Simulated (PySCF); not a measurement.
**Steps of a relaxation of Pb2O(OH)2**

Pb2O(OH)2 (singlet). PySCF 2.14.0, RKS PBE0, Pb def2-SVP with ECP60, O def2-SVP, H def2-SVP; non-relativistic Hamiltonian with scalar-relativistic core potentials where named; density fitting; no spin-orbit coupling. Origin of the start: template. Columns: position (Å) and force (eV/Å). Energies are counted from the last step; some of the 36 steps are shown. Forces carry noise of the integration grid, about 0.01 to 0.03 eV/Å.

Run from Python with OMP_NUM_THREADS=2. Where DIIS fails, smearing, a level shift and second-order steps follow.
It took 2.3 min on 2 threads of Arm Neoverse V2, with other jobs on the host, from the converged density of the start.

```xyz
7
step 0  E = 3.294 eV
Pb   -0.0015    0.0000    2.0898    -0.54    0.00    0.66
Pb   -0.0015    0.0000   -2.0898    -0.54    0.00   -0.66
O    -0.0015    0.0000    0.0000     0.49    0.00    0.00
O    -0.0015    0.0000    4.2282     0.43    0.00    1.07
H     0.3485    0.0000    5.1282    -0.13    0.00    0.16
O    -0.0015    0.0000   -4.2282     0.43    0.00   -1.07
H     0.3485    0.0000   -5.1282    -0.13    0.00   -0.16
```

```xyz
7
step 12  E = 0.762 eV
Pb   -1.0096    0.0000    1.6840    -1.01    0.00   -0.10
Pb   -1.0096    0.0000   -1.6840    -1.01    0.00    0.10
O     0.2351    0.0000    0.0000     0.65    0.00    0.00
O     0.1552    0.0000    3.3457     0.86    0.00    1.28
H     1.0815    0.0000    3.6257    -0.17    0.00   -0.49
O     0.1552    0.0000   -3.3457     0.86    0.00   -1.28
H     1.0815    0.0000   -3.6257    -0.17    0.00    0.49
```

```xyz
7
step 23  E = 0.053 eV
Pb   -1.2821    0.0000    1.9112     0.16    0.00    0.13
Pb   -1.2821    0.0000   -1.9112     0.16    0.00   -0.13
O    -0.3947    0.0000    0.0000    -0.11    0.00    0.00
O     0.5592    0.0000    2.9488     0.06    0.00   -0.41
H     1.2649    0.0000    2.2777    -0.17    0.00    0.24
O     0.5592    0.0000   -2.9488     0.06    0.00    0.41
H     1.2649    0.0000   -2.2777    -0.17    0.00   -0.24
```

Q: Where does the relaxation end?

A: It converges at step 35 in C2v:
```xyz
7
step 35  E = 0
Pb   -1.2723    0.0000    2.0503
Pb   -1.2723    0.0000   -2.0503
O    -0.8632    0.0000    0.0000
O     0.7657    0.0000    2.5790
H     1.2829    0.0000    1.7617
O     0.7657    0.0000   -2.5790
H     1.2829    0.0000   -1.7617
```

Q: How did the contacts change?

A: 
| contact | start (Å) | end (Å) |
| --- | --- | --- |
| Pb1–O3 (O) | 2.090 | 2.091 |
| Pb1–O4 (OH) | 2.138 | 2.105 |
| Pb2–O6 (OH) | 2.138 | 2.105 |


A frequency check found unstable modes (1, the lowest at -14 cm⁻¹), so the relaxed geometry is a saddle point, or these are noise.
